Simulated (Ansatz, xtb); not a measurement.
## C3H6BrCl: which of two isomers lies lower

We compare X, `C[C@@H](Br)CCl`, a singlet, with Y, `C[C@@H](Cl)CBr`, a singlet. Both are isolated molecules in the gas phase, relaxed with B3LYP-D3(BJ)/def2-SVP, each in the lowest conformer that the search found.

Quicker runs give these differences E(Y) − E(X): GFN2-xTB −5.41 kJ/mol; HF/STO-3G −6.15 kJ/mol (at GFN2-xTB geometries); r2SCAN-D4/def2-SVP −0.23 kJ/mol (at GFN2-xTB geometries).

Problem. Estimate E(Y) − E(X) at the level CCSD(T)/def2-SVP + ΔMP2/def2-TZVPP.

Solution. CCSD(T)/def2-SVP + ΔMP2/def2-TZVPP gives E(Y) − E(X) = −0.82 kJ/mol, slightly favouring structure Y, which is too small a margin to settle the true order.

How the difference moves with the method:

```
                             level               geometry  E(Y) − E(X) (kJ/mol)  departure from the last row (kJ/mol)  job, with rough time for the two
                          GFN2-xTB               GFN2-xTB                   −5.41                                 −4.59               optimisation, 0.1 s
                         HF/STO-3G               GFN2-xTB                   −6.15                                 −5.33              single point, 0.36 s
                r2SCAN-D4/def2-SVP               GFN2-xTB                   −0.23                                 +0.59               single point, 2.4 s
             B3LYP-D3(BJ)/def2-SVP  B3LYP-D3(BJ)/def2-SVP                   −0.54                                 +0.27                optimisation, 21 s
                       HF/def2-SVP  B3LYP-D3(BJ)/def2-SVP                   −0.76                                 +0.06           part of the CCSD(T) run
                      MP2/def2-SVP  B3LYP-D3(BJ)/def2-SVP                   −0.44                                 +0.37           part of the CCSD(T) run
                  CCSD(T)/def2-SVP  B3LYP-D3(BJ)/def2-SVP                   −0.72                                 +0.09                      single point
CCSD(T)/def2-SVP + ΔMP2/def2-TZVPP  B3LYP-D3(BJ)/def2-SVP                   −0.82                                                      single point, 36 s
```

As drawn, both hold the same kinds of bond in the same numbers.

The largest departure from CCSD(T)/def2-SVP + ΔMP2/def2-TZVPP is that of HF/STO-3G, 5.33 kJ/mol. The last row adds to CCSD(T) the change of the MP2 difference between the two basis sets, here −0.09 kJ/mol.

With thermal terms from frequencies at re-optimised GFN2-xTB minima (ideal gas, soft modes damped towards free rotors, one conformer each, 298.15 K, 1 atm): the zero-point term adds +0.14 kJ/mol; ΔH is −0.74 and ΔG −0.70 kJ/mol.

The correlated steps freeze 17 core orbitals; the filled d shell of Br is correlated, in a basis made for valence electrons. Run with Ansatz 0.2.0, xtb 6.7.1; the last row on 2 threads of Intel(R) Xeon(R) 6975P-C (Granite Rapids) on a shared host.
